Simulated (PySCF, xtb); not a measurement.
diindium oxide (In₂O), SMILES [In][O][In] (connectivity only; charge and spin as stated), neutral, multiplicity 1.

GFN2-xTB (xtb 6.7.1) at its own geometry gives an orbital gap of 5.00 eV and a dipole moment of 0.00 D.

Geometry optimised at B3LYP-D3(BJ)/def2-TZVP. The def2 effective core potentials stand for the cores of In; spin–orbit coupling is left out.

**Question.** What does PBE/def2-TZVPD (PySCF) give? (Estimate from the structure and the level; the computed values follow.)

**Answer.** gap 3.24 eV (levels -5.01 and -1.77 eV), dipole 0.00 D.
